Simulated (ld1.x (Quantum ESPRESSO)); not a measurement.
## PBE TM dataset for V (Z = 23), non-relativistic all-electron reference.

V (Z = 23), norm-conserving Troullier–Martins (Kleinman–Bylander form), made with ld1.x (Quantum ESPRESSO) 7.5 (PBE, non-relativistic). Core [Ar], reference 3d3 4s1.5 4p0.5. Waves: 4p (bound): rc 3.85 bohr; 3d (bound): rc 1.50 bohr; 4f channel at 0.15 Ry: rc 4.20 bohr; 4s (bound): rc 2.05 bohr. Local part: the s channel. Core correction: none.

All-electron outer shells of the reference configuration (PBE, non-relativistic, ld1.x):

```
shell  level (eV)  outermost node (bohr)  outermost maximum (bohr)
   3p      -44.62                   0.35                      0.85
   3d       -6.02                      –                      0.88
   4s       -5.07                   1.18                      2.76
   4p       -1.80                   1.30                      3.59
```

Task: Estimate the cutoffs (Ry, on a coarse ladder) from which the occupation-weighted sum of valence levels, in a spherical-Bessel basis at the reference potential, stays within 10 and 1 mRy of its value at 400 Ry.

Result: 90 Ry and 100 Ry.

Task: What does a ghost test show?

Result: No extra level below or beside the all-electron valence levels (p, d, f, s tested).

Task: Which valence shell sets the plane-wave cutoff?

Result: 3d: its level needs 90 Ry to come within 1 mRy, against 30 Ry for 4s.

Task: Tests: 3d3 4s2 4p0; 3d3 4s1 4p0; 3d3 4s0 4p0; 3d2 4s2 4p1; 3d2 4s0 4p0; 3d3 4s1 4p1; 3d3 4s1.5 4p0. Which has the largest error in its energy relative to the reference configuration, and how large is it?

Result: 3d2 4s2 4p1, with -203 meV (all-electron minus pseudo) on +4.37 eV.
